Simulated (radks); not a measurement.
The numbers below are computed, except where a source is named.
All-electron atom: Rh+ in [Kr] 4d5 5s1 5p2 (not the ground configuration). Level of theory: scalar-relativistic Kohn-Sham, PBE, spin-unpolarised, spherical densities, point nucleus (a radial shooting solver on a logarithmic mesh with Libxc functionals). Some entries of the table are withheld. Estimate them.

orbital,occ.,eigenvalue (hartree),<1/r> (bohr^-1)
1s,2,(1),47.05
2s,2,-123.6649,10.65
2p,6,-110.9200,(2)
3s,2,-22.84083,3.711
3p,6,-18.65149,(3)
3d,10,-11.95675,(4)
4s,2,-3.88594,1.418
4p,6,-2.68460,1.279
4d,5,-0.95447,0.9797
5s,1,-0.59989,(5)
5p,2,-0.37172,0.4031

Answer. 
(1) 1s eigenvalue (hartree): -847.5567
(2) 2p <1/r> (bohr^-1): 10.32
(3) 3p <1/r> (bohr^-1): 3.535
(4) 3d <1/r> (bohr^-1): 3.308
(5) 5s <1/r> (bohr^-1): 0.4984
